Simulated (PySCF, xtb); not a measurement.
C₃H₆BNO, SMILES CC#CB(N)O.

GFN2-xTB (xtb) at its own geometry gives an orbital gap of 5.33 eV and a dipole moment of 1.21 D.

Coordinates come from a ωB97X-D3(BJ)/def2-SVP optimisation. This is a generated structure with no PubChem entry under its InChIKey; it may be hypothetical. One conformer was computed; it need not be the lowest.

What does PBE0/def2-TZVP (PySCF) give? (An estimate is asked for; the answer gives what the named calculation found.)

gap 7.51 eV (levels -7.35 and 0.17 eV), dipole 1.70 D.
